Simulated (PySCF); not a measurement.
ZnH₂: bending curve

Method: PBE0 in PySCF with Zn def2-TZVP, H def2-TZVP; no relativity; density-fitted integrals.

Rigid scan from the singlet minimum (Zn–H 1.545 Å (×2); H–Zn–H 180.0°). Coordinate: the H–Zn–H angle, bonds fixed. Energies in kJ/mol from the minimum.

**Question.** Predict the curve at 80, 90, 100, 110, 120, 130, 140, 150, 160, 170, 180.

**Answer.** 
```tsv
bond angle (°)	E (kJ/mol)	dipole size (D)
80	256.9	3.54
90	203.3	3.26
100	158.7	2.94
110	121.2	2.60
120	89.5	2.25
130	62.8	1.88
140	40.8	1.50
150	23.3	1.12
160	10.5	0.74
170	2.7	0.37
180	0.0	0.00
```

The scan took 4.4 s on 2 threads of a shared AMD EPYC 7B13 (Zen 3) host; the process peaked at 0.61 GiB.
